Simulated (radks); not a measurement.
Q: All-electron atom: S13+ in [He] 2s1. Calculated with a radial shooting solver on a logarithmic mesh with Libxc functionals: scalar-relativistic Kohn-Sham, PBE, spin-polarised, spherical densities, point nucleus; open shells are filled with parallel spins first. Some entries of the table are withheld. Estimate them.

orbital  occ.  eigenvalue (hartree)  r(max) (bohr)
1s up       1             -111.9661            (1)
1s down     1             -111.8154            (2)
2s up       1             -25.18259         0.3494

A: 
(1) 1s up r(max) (bohr): 0.06308
(2) 1s down r(max) (bohr): 0.06311
